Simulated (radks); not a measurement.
Calculated with a radial shooting solver on a logarithmic mesh with Libxc functionals: non-relativistic Kohn-Sham, LB94 model potential, spin-polarised, spherical densities, point nucleus; open shells are filled with parallel spins first (spin-orbit coupling, left out, can overturn this in heavy ions). Response by self-consistent Sternheimer equations with the Hartree and adiabatic LDA kernel. For heavy and open-shell atoms this level of theory can miss by tens of per cent. Rank Xe3+, Mn+, Cd+, Br3+, Xe, Rb+, O, Kr3+, Ga2+ (NIST ground configurations) by static dipole polarisability, largest first.

Answer. Xe 27.36, Mn+ 23.27, Cd+ 20.40, Xe3+ 9.922, Rb+ 9.399, Ga2+ 8.370, Br3+ 5.946, Kr3+ 5.533, O 5.003 bohr^3.
